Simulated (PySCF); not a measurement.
Which determinant of ZnSe lies lowest?

Unrestricted PBE0; Zn pcseg-1, Se pcseg-1; no relativity (PySCF 2.14). Outer shells of the fragments: Zn 3d10 4s2; Se 3d10 4s2 4p4.

Followed along the bond (rough minima from three points):

```json
{"2Ms+1": "1", "unpaired": "none", "⟨S²⟩ at the start": "0.00", "R at minimum (Å)": "2.19", "Te (eV)": "0.00"}
{"2Ms+1": "3", "unpaired": "σ ↑, π ↑", "⟨S²⟩ at the start": "2.01", "R at minimum (Å)": "2.41", "Te (eV)": "0.06"}
{"2Ms+1": "1", "unpaired": "σ ↑, π ↓", "⟨S²⟩ at the start": "1.01", "R at minimum (Å)": "2.39", "Te (eV)": "0.17"}
```

Solutions found at the starting distance of 2.305 Å, counted from the lowest of them; the search is not exhaustive and high or unbound solutions are not listed, so other states can lie among these:

| 2Ms+1 | unpaired | term | E (eV) | ⟨S²⟩ | ⟨Lz²⟩ | μ (D) |
| --- | --- | --- | --- | --- | --- | --- |
| 3 | σ ↑, π ↑ | ³Π | 0.00 | 2.01 | 1.01 | -2.29 |
| 1 | none | ¹Σ⁺ | 0.00 | 0.00 | 0.00 | -5.94 |
| 1 | σ ↑, π ↓ | mixed | 0.11 | 1.01 | 1.01 | -2.43 |
| 3 | σ ↑↑ | ³Σ⁺ | 2.18 | 2.01 | 0.00 | -3.86 |
| 3 | π ↑↑ | ³Σ⁻ | 2.46 | 2.00 | 0.00 | 3.96 |
| 1 | π ↑↓ | mixed | 2.86 | 1.01 | 2.01 | 3.93 |

A term symbol is given only where ⟨S²⟩ and ⟨Lz²⟩ are close to those of a pure state; real π, δ and φ orbitals otherwise mix terms. A positive dipole means Zn(−)Se(+).

Task: Compare the gap between the two lowest followed solutions at the starting distance with the gap between their minima.

Result: At PBE0 the second solution (triplet, unpaired electrons σ ↑, π ↑) lies +0.00 eV from the first (singlet, closed shell) at 2.305 Å and +0.06 eV at the minima; the two curves relax by different amounts, since their minima lie near 2.41 and 2.19 Å.

Counting both spins, an empty level lies below a filled one in some of these solutions, because spin and occupation are held.
